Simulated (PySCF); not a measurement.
Species: (GeH3)2PPF2, F2Ge2H6P2.
Atom-mapped SMILES: `[F:1][P:2]([F:3])[P:4]([GeH3:5])[GeH3:6]` (hydrogens: H7, H8, H9 on Ge5; H10, H11, H12 on Ge6)

Structure used (PBE0-D3(BJ)/def2-SVP), in Å, numbered top down from 1:
```
atom  x, y, z in Å
F1     2.682   -1.354    1.167
P2     1.068   -1.321    1.202
F3     0.789   -2.812    0.636
P4     0.731   -0.263   -0.733
Ge5   -1.559   -0.712   -0.669
Ge6    0.631    1.866    0.218
H7    -2.297    0.485   -1.288
H8    -2.035   -0.922    0.783
H9    -1.813   -1.985   -1.486
H10    0.061    1.817    1.649
H11   -0.273    2.728   -0.676
H12    2.054    2.443    0.246
```

Computed, not measured: PySCF, PBE0-D3(BJ)/def2-SVP geometry optimisation, gas phase.

Masses are those of the commonest isotopes; rigid-rotor values at the optimised geometry. The values belong to one conformer with, in the numbering `[F:1][P:2]([F:3])[P:4]([GeH3:5])[GeH3:6]`, F1–P2–P4–Ge5 169°.

Q: What are A, B and C (GHz)?

A: Ia = 551.45, Ib = 601.90, Ic = 1062.72 u·Å²; 505379 MHz·u·Å²/I gives 916.5, 839.6 and 475.6 MHz, that is A = 0.9165, B = 0.8396, C = 0.4756 GHz.

Q: What kind of rotor is it?

A: An asymmetric top; Ray's κ = 0.652.

Q: What does the inertial defect say?

A: Not planar: Δ = Ic − Ia − Ib = -90.63 u·Å². For a rigid frame Δ = −2 Σ m c², so Σ m c² = 45.32 u·Å² lies off the ab plane: 5.86 from hydrogen and 39.45 from heavier atoms. The atom farthest from that plane is 1.65 Å away.

Q: Give the other two planar moments, Paa and Pbb, and the rms extents of the mass along the axes.

A: Paa = Σ m a² = (Ib + Ic − Ia)/2 = 556.58 and Pbb = Σ m b² = (Ia + Ic − Ib)/2 = 506.13 u·Å². With the mass M = 253.83 u, the rms extents √(P/M) along a, b and c are 1.48, 1.41, 0.42 Å.

Q: List the rotational levels J(Ka,Kc) to J = 5 (K).

A: Above 0(0,0), as E/k:
J = 1: 1(0,1) 0.063, 1(1,1) 0.067, 1(1,0) 0.084
J = 2: 2(0,2) 0.175, 2(1,2) 0.176, 2(1,1) 0.228, 2(2,1) 0.239, 2(2,0) 0.253
J = 3: 3(0,3) 0.331, 3(1,3) 0.332, 3(1,2) 0.426, 3(2,2) 0.428, 3(2,1) 0.476, 3(3,1) 0.498, 3(3,0) 0.508
J = 4: 4(0,4) 0.533, 4(1,4) 0.533, 4(1,3) 0.667, 4(2,3) 0.668, 4(2,2) 0.759, 4(3,2) 0.766, 4(3,1) 0.807, 4(4,1) 0.843, 4(4,0) 0.850
J = 5: 5(0,5) 0.781, 5(1,5) 0.781, 5(1,4) 0.954, 5(2,4) 0.954, 5(2,3) 1.086, 5(3,3) 1.088, 5(3,2) 1.173, 5(4,2) 1.188, 5(4,1) 1.222, 5(5,1) 1.276, 5(5,0) 1.280
Those of J = 1 are B + C, A + C and A + B.

Q: Which types of transition are allowed, and where do some lines up to J = 5 fall?

A: The dipole components are |μa| = 1.48 D, |μb| = 1.67 D, |μc| = 1.03 D. Intensities carry the squares of the components, which stand as 0.79 : 1.00 : 0.38 (a : b : c). Some lines, for components of 0.1 D or more:

```csv
type,branch,"J(Ka,Kc)",MHz,lower level (cm⁻¹)
c,Q,"5(4,2) ← 5(3,2)",324,0.815
b,Q,"3(2,1) ← 3(1,2)",1038,0.296
b,Q,"4(4,1) ← 4(3,2)",1609,0.532
b,Q,"4(2,2) ← 4(1,3)",1902,0.464
b,R,"2(0,2) ← 1(1,1)",2255,0.046
b,R,"2(2,1) ← 1(1,0)",3225,0.059
b,R,"3(1,2) ← 2(2,1)",3892,0.166
b,R,"4(1,4) ← 3(0,3)",4206,0.230
a,R,"3(2,1) ← 2(2,0)",4632,0.176
a,R,"4(1,3) ← 3(1,2)",5033,0.296
c,R,"3(1,2) ← 2(0,2)",5226,0.122
c,R,"3(2,2) ← 2(1,2)",5268,0.122
a,R,"4(3,2) ← 3(3,1)",5589,0.346
a,R,"4(2,2) ← 3(2,1)",5897,0.331
b,R,"4(3,2) ← 3(2,1)",6049,0.331
a,R,"4(3,1) ← 3(3,0)",6217,0.353
b,R,"5(2,3) ← 4(3,2)",6679,0.532
c,R,"4(1,3) ← 3(0,3)",6999,0.230
a,R,"5(4,1) ← 4(4,0)",7741,0.591
c,R,"5(2,3) ← 4(1,3)",8732,0.464
c,R,"5(4,2) ← 4(3,2)",8805,0.532
b,R,"5(4,1) ← 4(3,2)",9494,0.532
```

Q: Estimate the classical rotational partition function at 200 K, 298.15 K and 500 K.

A: Point group C1, symmetry number σ = 1; q = (√π/σ)·√((kT/h)³/(ABC)), k/h = 20836.6 MHz/K: 788000 at 200 K, 1430000 at 298.15 K, 3120000 at 500 K.

Stationary, but not proved a minimum. These are rigid-rotor constants of the computed structure; measured ground-state constants (B0) also hold zero-point vibration. A rigid rotor knows nothing of internal rotation, which can split or shift real lines.

The run took 4.6 min of wall time on one thread, Arm Neoverse V2 (aarch64), no GPU, shared host, and the process peaked at 0.75 GiB of memory. These figures are those of the optimisation.
